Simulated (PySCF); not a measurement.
Electron correlation in V⁺ (vanadium, charge +1)

[Ar] 3d3 4p1, one real determinant (an excited configuration). Computed with PySCF 2.14 in ANO-RCC-VTZP (6s5p3d2f1g, 59 functions), with scalar relativity by spin-free X2C-1e. Frozen: [Ar]; 4 electrons correlated.

| level | correlation energy (mhartree) |
| --- | --- |
| CCSD | -31.10 |
| (T) | -0.69 |
| CCSD(T) | -31.79 |

Diagnostics: T1 = 0.0096, D1 = 0.0205, largest double amplitude 0.070.

The real determinant used has ⟨L²⟩ near 14 against 20 for a pure G term, so it mixes terms.

Cost of the coupled-cluster step: about 2.1 core-seconds, for 4 correlated electrons.

The basis was made for the ground configuration and has no added diffuse functions, which can raise the energy of the promoted electron.

The reference is one real determinant that mixes LS terms of this configuration.
